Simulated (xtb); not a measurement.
C₃H₈Si₂, SMILES C=C1C[SiH2][SiH2]1. All values are semi-empirical tight-binding results from xtb (GFN2-xTB unless named), good for trends rather than for accurate numbers. Geometry optimised at GFN2-xTB. This is a generated structure with no PubChem entry under its InChIKey; it may be hypothetical.

Optimised geometry:

Bond lengths (Å): C1–C2 1.322, C1–H6 1.078, C1–H7 1.082, C2–C3 1.519, C2–Si5 1.907, C3–Si4 1.925, C3–H8 1.091, C3–H9 1.092, Si4–Si5 2.326, Si4–H10 1.468, Si4–H11 1.468, Si5–H12 1.468, Si5–H13 1.469. Angles (°): C2–C1–H6 121.8, C2–C1–H7 122.5, H6–C1–H7 115.8, C1–C2–C3 124.6, C1–C2–Si5 131.2, C3–C2–Si5 104.2, C2–C3–Si4 100.0, C2–C3–H8 111.3, C2–C3–H9 110.4, Si4–C3–H8 115.5, Si4–C3–H9 113.6, H8–C3–H9 106.1, C3–Si4–Si5 78.7, C3–Si4–H10 112.2, C3–Si4–H11 112.6, Si5–Si4–H10 121.2, Si5–Si4–H11 122.3, H10–Si4–H11 106.6, C2–Si5–Si4 76.9, C2–Si5–H12 113.4, C2–Si5–H13 113.2, Si4–Si5–H12 122.3, Si4–Si5–H13 121.1, H12–Si5–H13 106.6.

```
Property                                       Result
--------------------------------------  -------------
orbital gap                                   3.50 eV
dipole moment                                  0.81 D
zero-point energy                       56.3 kcal/mol
G − E(el) at 298.15 K (modified RRHO)   37.0 kcal/mol
static polarisability (D4 model)           88.9 bohr³
solvation energy, GFN2-xTB/ALPB(water)   0.1 kcal/mol
solvation energy, GFN2-xTB/ALPB(chcl3)  -3.9 kcal/mol
```

Problem. Give the atomic charges and the Wiberg bond orders between heavy atoms. (An estimate is asked for; the answer gives what the named calculation found.)

Solution. charges (e) C1 -0.09, C2 -0.11, C3 -0.17, Si4 0.37, Si5 0.36, H6 0.02, H7 0.02, H8 0.01, H9 0.01, H10 -0.11, H11 -0.11, H12 -0.10, H13 -0.10. Bond orders C1–C2 1.96, C2–C3 1.03, C3–Si4 0.90, C2–Si5 0.90, Si4–Si5 0.85.
